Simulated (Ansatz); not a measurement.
Basis-set extrapolation for C2H6BClSi, SMILES `B[C@H]1C[Si@H]1Cl` (PBE0-D4/def2-TZVP geometry, frozen core, Ansatz). Multiplicity 1, RHF reference.

```json
{"": "HF", "def2-TZVPP": "-852.405847", "def2-QZVPP": "-852.432407"}
{"": "MP2 correlation", "def2-TZVPP": "-0.749576", "def2-QZVPP": "-0.805602"}
{"": "CCSD(T) correlation", "def2-TZVPP": "-0.839098", "def2-QZVPP": "not run"}
```

Energies in hartree. Use E(X) = E(∞) + A·exp(−7.88·√X) for Hartree–Fock and E(X) = E(∞) + B·X^(−2.97) for correlation, with X = 3 and 4, and add CCSD(T) minus MP2 of the smaller set to the MP2 limit.

Q: What is the CCSD(T) energy at the basis-set limit?

A: HF limit: -852.432407 + (-0.026560) × 0.13774 = -852.43607. MP2 limit: -0.805602 + (-0.056026) × 0.74074 = -0.84710. Higher-order term: -0.839098 − (-0.749576) = -0.08952. Total: -853.37269 hartree, 335.4 kJ/mol below CCSD(T)/def2-TZVPP.
